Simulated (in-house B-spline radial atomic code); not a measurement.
**RPA and G0W0 on Hartree-Fock: As4+**

Configuration [Ar] 3d10 4s1, highest spin, mean-field start Hartree-Fock. Computed with an all-electron radial atomic-structure program (B-spline basis): all electrons, scalar-relativistic (spin-free one-electron X2C), finite nucleus, each spin shell either full or empty, empty states to l = 9 with an (l + 1/2)⁻⁴ tail; G0W0 by contour deformation at full frequency.

RPA overbinds a lone outer s electron by self-correlation, and G0W0 tends to as well.

Command:
```bash
python run_gw.py task.json out
```
Settings (radii: box in bohr, nucleus in fm):
```
Z                        33
electrons                29
configuration            [Ar] 3d10 4s1
hamiltonian              x2c
method                   hf
lmax                     9
rms_radius               4.0968
spin_polarised           True
box_radius               11.96
intervals                68
ion_configuration        [Ar] 3d10
```

Cost of the run: 5.1 s on 1 thread of Arm Neoverse V1 (shared host).

Energies (hartree):

```json
{"term": "mean-field total", "value": "-2255.31309"}
{"term": "Hartree-Fock functional on these orbitals", "value": "-2255.31309"}
{"term": "direct second order", "value": "-2.2846"}
{"term": "second-order exchange", "value": "0.67453"}
{"term": "SOSEX correction", "value": "0.63"}
```

(1) What is the RPA correlation energy, and what remains with SOSEX?

Quasi-particle levels (eV):

```json
{"level": "4s up", "occupied": "yes", "mean field": "-61.81", "Σx - vxc": "0.00", "Σc": "?", "QP weight": "?", "G0W0": "?"}
{"level": "3d down", "occupied": "yes", "mean field": "-106.44", "Σx - vxc": "0.00", "Σc": "1.86", "QP weight": "0.964", "G0W0": "-104.58"}
{"level": "3d up", "occupied": "yes", "mean field": "-106.66", "Σx - vxc": "0.00", "Σc": "1.85", "QP weight": "0.959", "G0W0": "-104.81"}
{"level": "4s down", "occupied": "no", "mean field": "-47.63", "Σx - vxc": "0.00", "Σc": "-1.85", "QP weight": "0.978", "G0W0": "-49.48"}
```

G0W0 = mean field + (Σx - vxc) + Σc, with Σc (partial-wave tail included) taken at the quasi-particle energy. Only the outer levels were computed. Levels of low weight are left out.

(2) Where does G0W0 put 4s up?

(3) What does it cost to remove one electron (to [Ar] 3d10) by differences of total energies, each species on its own start (correlation terms add to the Hartree-Fock functional)?

Answers

(1) RPA gives -2.0289 hartree (-1.9 eV per electron); RPA + SOSEX gives -1.3989, and the second-order doubles (MP2) -1.6101 hartree. RPA lacks exchange-type terms and so overcorrelates at short range.

(2) At -63.28 eV, with Σc = -1.47 eV and a quasi-particle weight of 0.983. The tabulated removal energy is 62.77 ± 0.06 eV (NIST, measured); the calculation leaves out spin-orbit coupling, Breit and QED terms, and what these don't explain is the method's own error.

(3) Hartree-Fock functional 61.70 eV, + RPA 63.10 eV, + RPA + SOSEX 62.59 eV, + second order 62.90 eV. Tabulated: 62.77 ± 0.06 eV (NIST, measured); the calculation leaves out spin-orbit coupling, Breit and QED terms, and what these don't explain is the method's own error.
